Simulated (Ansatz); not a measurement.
# Molecular dynamics of ClFGeH3

input.yaml

```yaml
crystal:
  periodic: [false, false, false]
  atoms:
    - { symbol: Ge, position_ang: [0.06076, -3.4e-05, -0.008846] }
    - { symbol: F, position_ang: [0.083666, -0.000148, 1.948282] }
    - { symbol: Cl, position_ang: [2.037705, 1.0e-06, -0.935515] }
    - { symbol: H, position_ang: [-0.674989, 1.301022, -0.436919] }
    - { symbol: H, position_ang: [-0.675097, -1.300934, -0.437232] }
    - { symbol: H, position_ang: [-0.198544, 9.3e-05, 3.178531] }
magnetization:
  spin_polarized: true
  initial_magnetization: 1
basis:
  gaussian: { orbitals: def2-SVP }
hamiltonian:
  xc: pbe
md:
  timestep: 0.5
  n_steps: 200
  ensemble: nve
  temperature: 300.0
  initial_velocities: maxwell_boltzmann
  seed: 6688
```

Command:

```bash
$ ansatz run input.yaml --threads 2 --pin off --max-ram 3072MiB --backend cpu --events-out ev --progress --plain --runs-dir out
```

It starts at the highest image of a converged band, a first-order saddle point between two minima.

Output, in part (one step line in 3, the closing report, with atoms numbered from 0):

```
md step     0: t =     0.00 fs  T =   300.0 K  F+E_penalty+E_count = -71775.47313229 eV  E_kin = 0.155112 eV  conserved = -71775.31802030 eV  (28 SCF iters)
md step     3: t =     1.50 fs  T =   289.3 K  F+E_penalty+E_count = -71775.46756779 eV  E_kin = 0.149575 eV  conserved = -71775.31799269 eV  (29 SCF iters)
md step     6: t =     3.00 fs  T =   264.8 K  F+E_penalty+E_count = -71775.45486805 eV  E_kin = 0.136931 eV  conserved = -71775.31793673 eV  (29 SCF iters)
md step     9: t =     4.50 fs  T =   240.9 K  F+E_penalty+E_count = -71775.44245267 eV  E_kin = 0.124549 eV  conserved = -71775.31790408 eV  (29 SCF iters)
md step    12: t =     6.00 fs  T =   226.8 K  F+E_penalty+E_count = -71775.43514066 eV  E_kin = 0.117244 eV  conserved = -71775.31789692 eV  (29 SCF iters)
md step    15: t =     7.50 fs  T =   226.3 K  F+E_penalty+E_count = -71775.43488927 eV  E_kin = 0.117021 eV  conserved = -71775.31786870 eV  (28 SCF iters)
md step    18: t =     9.00 fs  T =   248.5 K  F+E_penalty+E_count = -71775.44629448 eV  E_kin = 0.128487 eV  conserved = -71775.31780712 eV  (29 SCF iters)
md step    21: t =    10.50 fs  T =   310.7 K  F+E_penalty+E_count = -71775.47839998 eV  E_kin = 0.160643 eV  conserved = -71775.31775649 eV  (28 SCF iters)
md step    24: t =    12.00 fs  T =   428.1 K  F+E_penalty+E_count = -71775.53909988 eV  E_kin = 0.221323 eV  conserved = -71775.31777640 eV  (27 SCF iters)
md step    27: t =    13.50 fs  T =   598.8 K  F+E_penalty+E_count = -71775.62747295 eV  E_kin = 0.309593 eV  conserved = -71775.31787948 eV  (28 SCF iters)
md step    30: t =    15.00 fs  T =   800.4 K  F+E_penalty+E_count = -71775.73185636 eV  E_kin = 0.413848 eV  conserved = -71775.31800807 eV  (27 SCF iters)
md step    33: t =    16.50 fs  T =  1002.8 K  F+E_penalty+E_count = -71775.83657820 eV  E_kin = 0.518488 eV  conserved = -71775.31809005 eV  (27 SCF iters)
md step    36: t =    18.00 fs  T =  1185.1 K  F+E_penalty+E_count = -71775.93086115 eV  E_kin = 0.612740 eV  conserved = -71775.31812071 eV  (27 SCF iters)
md step    39: t =    19.50 fs  T =  1337.8 K  F+E_penalty+E_count = -71776.00983209 eV  E_kin = 0.691672 eV  conserved = -71775.31815999 eV  (27 SCF iters)
md step    42: t =    21.00 fs  T =  1449.1 K  F+E_penalty+E_count = -71776.06749378 eV  E_kin = 0.749259 eV  conserved = -71775.31823472 eV  (27 SCF iters)
md step    45: t =    22.50 fs  T =  1499.9 K  F+E_penalty+E_count = -71776.09379818 eV  E_kin = 0.775506 eV  conserved = -71775.31829228 eV  (30 SCF iters)
md step    48: t =    24.00 fs  T =  1476.4 K  F+E_penalty+E_count = -71776.08162748 eV  E_kin = 0.763351 eV  conserved = -71775.31827640 eV  (30 SCF iters)
md step    51: t =    25.50 fs  T =  1384.2 K  F+E_penalty+E_count = -71776.03387020 eV  E_kin = 0.715675 eV  conserved = -71775.31819530 eV  (31 SCF iters)
md step    54: t =    27.00 fs  T =  1247.3 K  F+E_penalty+E_count = -71775.96300873 eV  E_kin = 0.644926 eV  conserved = -71775.31808240 eV  (32 SCF iters)
md step    57: t =    28.50 fs  T =  1098.2 K  F+E_penalty+E_count = -71775.88578004 eV  E_kin = 0.567807 eV  conserved = -71775.31797319 eV  (32 SCF iters)
md step    60: t =    30.00 fs  T =   968.5 K  F+E_penalty+E_count = -71775.81860325 eV  E_kin = 0.500735 eV  conserved = -71775.31786816 eV  (32 SCF iters)
md step    63: t =    31.50 fs  T =   887.0 K  F+E_penalty+E_count = -71775.77641440 eV  E_kin = 0.458626 eV  conserved = -71775.31778840 eV  (31 SCF iters)
md step    66: t =    33.00 fs  T =   876.3 K  F+E_penalty+E_count = -71775.77081991 eV  E_kin = 0.453080 eV  conserved = -71775.31773955 eV  (30 SCF iters)
md step    69: t =    34.50 fs  T =   948.9 K  F+E_penalty+E_count = -71775.80836608 eV  E_kin = 0.490598 eV  conserved = -71775.31776827 eV  (26 SCF iters)
md step    72: t =    36.00 fs  T =  1095.3 K  F+E_penalty+E_count = -71775.88424615 eV  E_kin = 0.566332 eV  conserved = -71775.31791427 eV  (28 SCF iters)
md step    75: t =    37.50 fs  T =  1276.4 K  F+E_penalty+E_count = -71775.97803827 eV  E_kin = 0.659926 eV  conserved = -71775.31811261 eV  (39 SCF iters)
md step    78: t =    39.00 fs  T =  1438.8 K  F+E_penalty+E_count = -71776.06218216 eV  E_kin = 0.743940 eV  conserved = -71775.31824221 eV  (28 SCF iters)
md step    81: t =    40.50 fs  T =  1545.7 K  F+E_penalty+E_count = -71776.11747346 eV  E_kin = 0.799214 eV  conserved = -71775.31825955 eV  (34 SCF iters)
md step    84: t =    42.00 fs  T =  1588.6 K  F+E_penalty+E_count = -71776.13955515 eV  E_kin = 0.821347 eV  conserved = -71775.31820786 eV  (30 SCF iters)
md step    87: t =    43.50 fs  T =  1577.1 K  F+E_penalty+E_count = -71776.13358952 eV  E_kin = 0.815436 eV  conserved = -71775.31815347 eV  (30 SCF iters)
md step    90: t =    45.00 fs  T =  1523.2 K  F+E_penalty+E_count = -71776.10566371 eV  E_kin = 0.787537 eV  conserved = -71775.31812631 eV  (27 SCF iters)
md step    93: t =    46.50 fs  T =  1432.5 K  F+E_penalty+E_count = -71776.05878517 eV  E_kin = 0.740680 eV  conserved = -71775.31810559 eV  (32 SCF iters)
md step    96: t =    48.00 fs  T =  1310.4 K  F+E_penalty+E_count = -71775.99558904 eV  E_kin = 0.677542 eV  conserved = -71775.31804684 eV  (31 SCF iters)
md step    99: t =    49.50 fs  T =  1172.3 K  F+E_penalty+E_count = -71775.92409327 eV  E_kin = 0.606151 eV  conserved = -71775.31794232 eV  (33 SCF iters)
md step   102: t =    51.00 fs  T =  1044.8 K  F+E_penalty+E_count = -71775.85804694 eV  E_kin = 0.540185 eV  conserved = -71775.31786217 eV  (32 SCF iters)
md step   105: t =    52.50 fs  T =   948.0 K  F+E_penalty+E_count = -71775.80803300 eV  E_kin = 0.490170 eV  conserved = -71775.31786300 eV  (28 SCF iters)
md step   108: t =    54.00 fs  T =   882.9 K  F+E_penalty+E_count = -71775.77438455 eV  E_kin = 0.456485 eV  conserved = -71775.31789979 eV  (25 SCF iters)
md step   111: t =    55.50 fs  T =   840.7 K  F+E_penalty+E_count = -71775.75260041 eV  E_kin = 0.434700 eV  conserved = -71775.31790085 eV  (24 SCF iters)
md step   114: t =    57.00 fs  T =   821.0 K  F+E_penalty+E_count = -71775.74237026 eV  E_kin = 0.424504 eV  conserved = -71775.31786650 eV  (24 SCF iters)
md step   117: t =    58.50 fs  T =   832.0 K  F+E_penalty+E_count = -71775.74800000 eV  E_kin = 0.430156 eV  conserved = -71775.31784450 eV  (23 SCF iters)
md step   120: t =    60.00 fs  T =   878.8 K  F+E_penalty+E_count = -71775.77226334 eV  E_kin = 0.454395 eV  conserved = -71775.31786868 eV  (24 SCF iters)
md step   123: t =    61.50 fs  T =   955.1 K  F+E_penalty+E_count = -71775.81177533 eV  E_kin = 0.493845 eV  conserved = -71775.31793042 eV  (27 SCF iters)
md step   126: t =    63.00 fs  T =  1044.8 K  F+E_penalty+E_count = -71775.85818231 eV  E_kin = 0.540198 eV  conserved = -71775.31798475 eV  (27 SCF iters)
md step   129: t =    64.50 fs  T =  1133.7 K  F+E_penalty+E_count = -71775.90418461 eV  E_kin = 0.586191 eV  conserved = -71775.31799321 eV  (27 SCF iters)
md step   132: t =    66.00 fs  T =  1219.2 K  F+E_penalty+E_count = -71775.94833749 eV  E_kin = 0.630357 eV  conserved = -71775.31798021 eV  (28 SCF iters)
md step   135: t =    67.50 fs  T =  1303.3 K  F+E_penalty+E_count = -71775.99187253 eV  E_kin = 0.673862 eV  conserved = -71775.31801053 eV  (26 SCF iters)
md step   138: t =    69.00 fs  T =  1378.7 K  F+E_penalty+E_count = -71776.03091584 eV  E_kin = 0.712827 eV  conserved = -71775.31808847 eV  (27 SCF iters)
md step   141: t =    70.50 fs  T =  1426.7 K  F+E_penalty+E_count = -71776.05584005 eV  E_kin = 0.737686 eV  conserved = -71775.31815452 eV  (27 SCF iters)
md step   144: t =    72.00 fs  T =  1432.1 K  F+E_penalty+E_count = -71776.05863800 eV  E_kin = 0.740465 eV  conserved = -71775.31817331 eV  (27 SCF iters)
md step   147: t =    73.50 fs  T =  1391.8 K  F+E_penalty+E_count = -71776.03778698 eV  E_kin = 0.719628 eV  conserved = -71775.31815850 eV  (26 SCF iters)
md step   150: t =    75.00 fs  T =  1312.4 K  F+E_penalty+E_count = -71775.99667954 eV  E_kin = 0.678546 eV  conserved = -71775.31813373 eV  (26 SCF iters)
md step   153: t =    76.50 fs  T =  1203.8 K  F+E_penalty+E_count = -71775.94049630 eV  E_kin = 0.622398 eV  conserved = -71775.31809809 eV  (27 SCF iters)
md step   156: t =    78.00 fs  T =  1079.2 K  F+E_penalty+E_count = -71775.87603471 eV  E_kin = 0.558005 eV  conserved = -71775.31802933 eV  (27 SCF iters)
md step   159: t =    79.50 fs  T =   960.4 K  F+E_penalty+E_count = -71775.81447725 eV  E_kin = 0.496566 eV  conserved = -71775.31791158 eV  (27 SCF iters)
md step   162: t =    81.00 fs  T =   880.2 K  F+E_penalty+E_count = -71775.77285873 eV  E_kin = 0.455073 eV  conserved = -71775.31778529 eV  (27 SCF iters)
md step   165: t =    82.50 fs  T =   871.4 K  F+E_penalty+E_count = -71775.76830407 eV  E_kin = 0.450557 eV  conserved = -71775.31774729 eV  (22 SCF iters)
md step   168: t =    84.00 fs  T =   943.4 K  F+E_penalty+E_count = -71775.80562625 eV  E_kin = 0.487777 eV  conserved = -71775.31784911 eV  (27 SCF iters)
md step   171: t =    85.50 fs  T =  1069.7 K  F+E_penalty+E_count = -71775.87107567 eV  E_kin = 0.553058 eV  conserved = -71775.31801784 eV  (27 SCF iters)
md step   174: t =    87.00 fs  T =  1205.7 K  F+E_penalty+E_count = -71775.94152632 eV  E_kin = 0.623384 eV  conserved = -71775.31814214 eV  (27 SCF iters)
md step   177: t =    88.50 fs  T =  1316.5 K  F+E_penalty+E_count = -71775.99885787 eV  E_kin = 0.680674 eV  conserved = -71775.31818406 eV  (27 SCF iters)
md step   180: t =    90.00 fs  T =  1387.3 K  F+E_penalty+E_count = -71776.03544404 eV  E_kin = 0.717268 eV  conserved = -71775.31817626 eV  (27 SCF iters)
md step   183: t =    91.50 fs  T =  1416.1 K  F+E_penalty+E_count = -71776.05035426 eV  E_kin = 0.732193 eV  conserved = -71775.31816146 eV  (26 SCF iters)
md step   186: t =    93.00 fs  T =  1403.8 K  F+E_penalty+E_count = -71776.04396291 eV  E_kin = 0.725813 eV  conserved = -71775.31814979 eV  (26 SCF iters)
md step   189: t =    94.50 fs  T =  1351.2 K  F+E_penalty+E_count = -71776.01675383 eV  E_kin = 0.698638 eV  conserved = -71775.31811593 eV  (26 SCF iters)
md step   192: t =    96.00 fs  T =  1266.5 K  F+E_penalty+E_count = -71775.97284486 eV  E_kin = 0.654811 eV  conserved = -71775.31803427 eV  (26 SCF iters)
md step   195: t =    97.50 fs  T =  1169.8 K  F+E_penalty+E_count = -71775.92278177 eV  E_kin = 0.604841 eV  conserved = -71775.31794082 eV  (27 SCF iters)
md step   198: t =    99.00 fs  T =  1084.1 K  F+E_penalty+E_count = -71775.87844143 eV  E_kin = 0.560531 eV  conserved = -71775.31791084 eV  (27 SCF iters)
md step   200: t =   100.00 fs  T =  1037.6 K  F+E_penalty+E_count = -71775.85439236 eV  E_kin = 0.536461 eV  conserved = -71775.31793135 eV  (28 SCF iters)
Total energy: -71775.85444377 eV, -2637.7139993870 hartree
Atom 0 at     0.021100    -0.000722    -0.113698 Å, force     0.409306    -0.200037     2.972527 eV/Å
Atom 1 at     0.339308    -0.031237     1.752579 Å, force    -0.786445    -0.052971    -2.473077 eV/Å
Atom 2 at     2.000882     0.002474    -0.821847 Å, force     1.031519     0.050293    -0.567047 eV/Å
Atom 3 at    -0.604309     1.350627    -0.413399 Å, force    -0.351130     0.255848    -0.063457 eV/Å
Atom 4 at    -0.585758    -1.326955    -0.587640 Å, force    -0.303233    -0.053137     0.131058 eV/Å
Atom 5 at    -1.024179     0.525068    10.551407 Å, force    -0.000017     0.000005    -0.000004 eV/Å
Dipole moment:    -0.406800     0.006129    -0.417921 e Å
```

All steps were run. The conserved energy stayed within 0.048 meV per atom of its start (net change 0.015 meV per atom), so the integration is sound. The kinetic energy rose, since the run started high on the potential surface and went downhill. It ends in pieces (ClFGeH2 + H), so much of that is their flight and rotation, not heat. A run of 0.1 ps of so small a system gives no equilibrium averages.

Between its relaxed ends the band would form F2–H6 and break Ge1–F2. These pairs go: F2–H6 1.26 → 8.92 Å, Ge1–F2 1.96 → 1.89 Å. In the last frame they stand as before the step (other bonds may differ from the relaxed reactants and products). It ends as ClFGeH2 + H. Pairs count as bonded within 1.25 times the sum of covalent radii (0.12 Å more for H–H).

Last frame:

```xyz
6
Properties=species:S:1:pos:R:3
Ge 0.021 -0.001 -0.114
F 0.339 -0.031 1.753
Cl 2.001 0.003 -0.822
H -0.604 1.351 -0.413
H -0.586 -1.327 -0.588
H -1.024 0.525 10.551
```

Run time: 5.5 min on 2 threads of AMD EPYC 7R43 64-Core Processor (Zen 3) (shared host), peak memory 0.19 GiB.
